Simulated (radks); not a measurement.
Numerical settings for neutral ytterbium, [Xe] 4f14 6s2. Method: scalar-relativistic Kohn-Sham, PBE, spin-polarised, spherical densities, finite nucleus; Fermi nuclear charge, rms radius 5.3108 fm; computed with a radial shooting solver on a logarithmic mesh with Libxc functionals. The defaults (mesh step 0.008 in ln r, mesh end at 40 bohr or more with all orbitals vanishing there, Anderson mixing 0.5 over 9 steps, residual threshold near 1e-9 with the energy settled to 1e-9 hartree or 1e-11 of itself, here a cap of 59 iterations) give E = -14058.1415 hartree and 4f at -3.021 eV in 37 iterations. Run on one thread of a shared host, so times are rough (Arm Neoverse N1): 0.87 s of CPU time, 0.87 s wall, 37 iterations on 2440 mesh points. Changes against that run (0 stands for a change within the tolerance of the run):

| setting | iterations | converged | E (mhartree) | e(4f) (meV) | CPU (s) |
|---|---|---|---|---|---|
| mesh step in ln r 0.2 | 4 | no | diverged | - | 0.02 |
| mesh step in ln r 0.05 | 36 | yes | -0.0623 | -0.0367 | 0.2 |
| mesh step in ln r 0.08 | 4 | no | diverged | - | 0.04 |
| mesh end (bohr) 8 | 19 | yes | +13.6 | +568 | 0.41 |
| mesh end (bohr) 3 | 17 | level above zero | +2.86e+03 | +1.79e+04 | 0.32 |
| residual threshold 0.01 | 29 | yes | 0 | -0.204 | 0.74 |
| residual threshold 1e-16 | 59 | no | 0 | 0 | 1 |
| mixing 0.01 | 59 | no | +1.02e+03 | -3.19e+04 | 1.8 |
| linear mixing, mixing 0.2 | 59 | no | 0 | +0.00288 | 1.1 |
| linear mixing, mixing 1 | 48 | no | diverged | - | 3.4 |
| mixing history 3 | 20 | yes | 0 | 0 | 0.43 |
| iteration cap 3 | 3 | no | +78.9 | +891 | 0.1 |

Settled on a wrong energy, with an occupied level pushed above zero by the early mesh end: mesh end (bohr) 3 (+2.86 hartree). Apart from these: settings that end as converged yet miss the energy by more than 1 mhartree: mesh end (bohr) 8 (+0.0136 hartree). A mesh that ends early acts as a hard wall.
